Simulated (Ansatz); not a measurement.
System: sum formula SiN₃H₆, charge -1, multiplicity 1. It need not be the lowest isomer of its formula. Whether it binds its extra electron was not tested at this geometry. SMILES: N[Si-](N)N
Geometry from a B3LYP-D3(BJ)/def2-TZVP (Ansatz, an electronic-structure program) optimisation:
```xyz
10

Si    -0.2208     0.1067     0.5794
N     -0.3404     1.4700    -0.6443
N     -0.7897    -1.3988    -0.2910
N      1.5529    -0.2579     0.3509
H     -1.2654     1.8877    -0.6800
H     -0.0782     1.2122    -1.5992
H     -0.5569    -1.4179    -1.2869
H     -1.7925    -1.5265    -0.2164
H      2.0884     0.5824     0.1577
H      1.7365    -0.9245    -0.3966
```
Charge -1, spin multiplicity 1.

Parts of the frozen-core correlation energy in aug-cc-pV(T+d)Z (Ansatz, hartree). Frozen orbitals: 8; correlated occupied orbitals by spin: 13 and 13; virtual: 310 and 310. No spin-orbit coupling. No relativistic terms.

```
term                            value
-------------------------  ----------
reference (HF)             -455.89675
MP2 opposite-spin                 ___
MP2 same-spin                     ___
CCSD correlation                  ___
(T)                          -0.03728
T1 diagnostic                   0.015
largest doubles amplitude       0.021
```

Question: What belongs in the gaps?

Answer: 
- MP2 opposite-spin, value: -0.61874
- MP2 same-spin, value: -0.19513
- CCSD correlation, value: -0.83947
